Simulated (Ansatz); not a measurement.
ZrF2Cl2 (ZrCl₂F₂). The state is a singlet with charge 0. Geometry r2SCAN-D4/def2-SVP, basis def2-TZVP, Ansatz.

Cartesian coordinates in Å:
```
Zr -0.0838 0.0273 -0.0178
F -0.8628 1.6520 0.5518
F -1.3683 -0.9245 -1.0252
Cl 0.5353 -1.2392 1.8531
Cl 1.7796 0.4844 -1.3619
```

```csv
run,HOMO (eV),LUMO (eV)
A,-9.82,-2.31
B,-12.20,-0.11
C,-12.04,-0.16
D,-8.39,-3.08
E,-12.58,-0.03
F,-8.79,-2.97
```

In the def2 sets Zr takes a core potential; there is no spin–orbit coupling. LC-ωPBE has ω = 0.4 bohr⁻¹.

The runs used LC-ωPBE, PBE, PBE0, r2SCAN, ωB97M-V, ωB97X-V. Estimate which is which.

A PBE0 (25 % exact exchange); B ωB97X-V (range-separated); C ωB97M-V (range-separated); D PBE (0 % exact exchange); E LC-ωPBE (range-separated); F r2SCAN (0 % exact exchange). Exact exchange lowers occupied and raises empty levels; among semilocal functionals meta-GGAs tend to open the gap a little, and such runs are hard to tell apart. The gap grows from 5.31 eV (PBE) to 12.55 eV (LC-ωPBE).
